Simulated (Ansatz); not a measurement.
System: CH₃Te, charge 0, doublet. CH3Te (SMILES [Te]C, doublet).
B3LYP-D3(BJ)/def2-TZVP minimum from Ansatz (a quantum-chemistry and plane-wave program):
```
C
H 1 1.0858
H 1 1.0858 2 111.46
H 1 1.0897 2 109.58 3 -121.46
Te 1 2.1607 2 109.81 4 -116.62
```
Charge 0, spin multiplicity 2.

Wanted: atomisation energy (electronic, to ground-state atoms), in kcal/mol. UHF or UKS for unpaired electrons; spin-orbit terms are left out. Cores are frozen in correlated methods (noble-gas shells, and filled d and f shells in the p block). Past Kr the def2 sets carry scalar-relativistic core potentials. CBS(X,Y): correlation extrapolated as X^-3, Hartree-Fock from the larger set. A bracket is a step between two methods taken in the basis named. For partners of very few electrons the exact lower level stands in for a higher one. Spin-orbit terms, left out, reach several kcal/mol for Br and I, and more for heavier atoms.

CCSD(T)/CBS(def2-TZVPP,def2-QZVPP) + [CCSDT(Q) - CCSD(T)]/def2-TZVPP (Ansatz) gives 363.9 kcal/mol.

Question: What does PBE/def2-TZVPD (Ansatz) give here, and how do the other levels compare?

Answer: PBE gives 369.6 kcal/mol, 5.7 kcal/mol above it. Differences of the others: r2SCAN/def2-TZVPD (Ansatz) 0.8; B3LYP/def2-TZVPD (Ansatz) -0.4; PBE0/def2-TZVPD (Ansatz) 0.6; CCSD(T)/CBS(def2-TZVPP,def2-QZVPP) (Ansatz) -0.2 kcal/mol.
